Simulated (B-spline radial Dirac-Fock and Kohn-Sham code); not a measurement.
## What relativity does to the binding energies of Nd⁵⁺

System: the Nd⁵⁺ ion in the configuration 1s2 2s2 2p6 3s2 3p6 3d10 4s2 4p6 4d10 4f2 5s2 5p5.

Both columns are ΔSCF binding energies of the configuration average from a B-spline atomic structure program: non-relativistic Hartree-Fock with a point nucleus, and Dirac-Fock with a finite nucleus and the Coulomb interaction alone, averaged over the two j levels with weights 2j+1.

| shell | Hartree-Fock (eV) | Dirac-Fock (eV) | shift (eV) | shift (%) |
| --- | --- | --- | --- | --- |
| 1s | 41562.4 | 43819.3 | +2256.94 | +5.43 |
| 2s | 6659.1 | 7230.7 | +571.63 | +8.58 |
| 2p | 6297.2 | 6473.9 | +176.70 | +2.81 |
| 3s | 1534.3 | 1663.8 | +129.55 | +8.44 |
| 3p | 1375.3 | 1418.6 | +43.26 | +3.15 |
| 3d | 1082.6 | 1068.6 | -14.00 | -1.29 |
| 4s | 375.4 | 404.7 | +29.32 | +7.81 |
| 4d | 200.9 | 196.9 | -4.05 | -2.02 |
| 4f | 78.07 | 73.36 | -4.70 | -6.03 |
| 5s | 101.3 | 106.6 | +5.37 | +5.30 |
| 5p | 81.10 | 82.19 | +1.09 | +1.35 |

Relativity binds 1s, 2s, 2p, 3s, 3p, 4s, 5s, 5p more strongly, among those listed most of all 2s in relative terms, and 3d, 4d, 4f more weakly, because the contracted s and p shells screen the nucleus better.

Values without a named source are computed, but for edge energies of neutral atoms, which are taken from tables.
